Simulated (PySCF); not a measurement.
**A search over the determinants of TlF**

Unrestricted PBE0; PySCF, scalar-relativistic core potentials, basis sets Tl aug-cc-pVDZ-PP with ECP60, F aug-cc-pVDZ. Outer shells of the fragments: Tl 5d10 6s2 6p1; F 2s2 2p5.

Followed along the bond (rough minima from three points):

| 2Ms+1 | unpaired | ⟨S²⟩ at the start | R at minimum (Å) | Te (eV) |
| --- | --- | --- | --- | --- |
| 1 | none | 0.00 | 2.12 | 0.00 |
| 3 | σ ↑, π ↑ | 2.01 | 2.13 | 4.51 |

Solutions found at the starting distance of 2.045 Å, counted from the lowest of them; the search is not exhaustive and high or unbound solutions are not listed, so other states can lie among these:

```
2Ms+1  unpaired   term  E (eV)  ⟨S²⟩  ⟨Lz²⟩  μ (D)
    1      none    ¹Σ⁺    0.00  0.00   0.00  -3.86
    3  σ ↑, π ↑     ³Π    4.49  2.01   1.00  -2.15
    1  σ ↓, π ↑  mixed    4.85  1.01   1.00  -1.73
    3      σ ↑↑    ³Σ⁺    6.06  2.00   0.00   0.27
    3      π ↑↑  mixed    6.63  2.00   2.01   1.71
    3      π ↑↑  mixed    6.74  2.00   2.01   1.83
    3  σ ↑, π ↑     ³Π    7.88  2.00   1.00   0.74
```

A term symbol is given only where ⟨S²⟩ and ⟨Lz²⟩ are close to those of a pure state; real π, δ and φ orbitals otherwise mix terms. A positive dipole means Tl(−)F(+).

The measured ground state is X ¹Σ+ (Huber and Herzberg, Constants of Diatomic Molecules (1979)).

These are scalar-relativistic numbers at best; spin–orbit coupling would shift them, the dissociation energy most. Counting both spins, an empty level lies below a filled one in some of these solutions, because spin and occupation are held.
